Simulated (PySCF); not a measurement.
## Correlation energy of Pd (palladium, neutral)

[Kr] 4d9 5p1, one real determinant (an excited configuration). Calculation: PySCF 2.14, in def2-TZVPPD with the def2 core potential (28 electrons) (6s4p3d2f1g, 56 functions); scalar relativity through the core potential. Frozen: 4s2 4p6; 10 electrons correlated.

| level | correlation energy (mhartree) |
| --- | --- |
| CCSD | -280.46 |
| (T) | -9.94 |
| CCSD(T) | -290.40 |

Diagnostics: T1 = 0.016, D1 = 0.0705, largest double amplitude 0.030.

The real determinant used has ⟨L²⟩ near 8 against 12 for a pure F term, so it mixes terms.

Cost of the coupled-cluster step: roughly 11 core-seconds, for 10 correlated electrons.

The reference is one real determinant that mixes LS terms of this configuration.
